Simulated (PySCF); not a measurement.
C₂H₁₀BN, SMILES [BH3]<-N(C)C (connectivity only; charge and spin as stated), neutral, multiplicity 1.

The structure is a stationary point at B3LYP-D3(BJ)/def2-SVP. The isomer is the one that the SMILES or the coordinates give; other isomers of the formula were not compared. Other conformers were not sampled.

These are B3LYP-D3(BJ)/def2-SVP run with PySCF values and carry that method's errors.

No scaling factor is applied to the harmonic values.

Computed harmonic wavenumbers and intensities:
```tsv
mode	ν (cm⁻¹)	IR (km/mol)	Raman (Å⁴/amu)	depolarisation	moving atoms (share of kinetic energy)
1	182	0.3	0.0	–	H 98 %
2	250	0.1	0.1	0.75	H 92 %
3	259	3.5	0.2	0.74	H 94 %
4	345	14.2	0.1	0.75	H 43 %, C 28 %, B 20 %, N 9 %
5	373	4.8	0.2	0.18	H 42 %, C 24 %, B 21 %, N 14 %
6	425	1.4	0.9	0.54	H 44 %, C 30 %, N 26 %
7	656	9.5	4.6	0.22	B 45 %, N 23 %, H 22 %, C 10 %
8	875	36.5	3.4	0.59	H 71 %, B 11 %, C 10 %, N 9 %
9	911	1.7	8.7	0.75	H 75 %, B 17 %
10	943	23.3	8.3	0.29	H 40 %, C 37 %, N 20 %
11	1037	11.6	1.4	0.75	H 79 %, C 16 %
12	1064	0.6	8.0	0.75	H 65 %, C 26 %, N 9 %
13	1134	45.6	11.5	0.75	H 80 %
14	1159	11.4	4.9	0.75	H 83 %, B 8 %
15	1168	17.5	10.2	0.74	H 93 %
16	1180	73.2	6.2	0.74	H 87 %, B 11 %
17	1191	11.0	8.8	0.75	H 51 %, N 30 %, C 19 %
18	1248	0.3	2.1	0.06	H 53 %, N 26 %, C 21 %
19	1284	8.7	1.4	0.67	H 69 %, C 16 %, N 15 %
20	1422	0.8	2.4	0.75	H 85 %, C 14 %
21	1433	1.0	0.3	0.75	H 84 %, C 10 %
22	1451	2.1	1.6	0.53	H 83 %, C 17 %
23	1468	6.7	15.7	0.75	H 96 %
24	1473	13.4	17.5	0.75	H 97 %
25	1474	12.9	12.8	0.75	H 92 %
26	1486	23.5	4.2	0.69	H 96 %
27	2394	79.0	148.1	0.02	H 98 %
28	2466	224.2	50.3	0.73	H 89 %, B 11 %
29	2469	235.1	59.6	0.75	H 89 %, B 11 %
30	3038	14.2	4.0	0.75	H 97 %
31	3043	45.4	237.7	0.05	H 97 %
32	3140	0.5	11.9	0.75	H 91 %, C 9 %
33	3141	19.1	99.0	0.66	H 91 %, C 9 %
34	3173	2.4	36.2	0.75	H 90 %, C 10 %
35	3174	3.7	58.0	0.70	H 90 %, C 10 %
36	3488	20.6	58.4	0.21	H 93 %
```
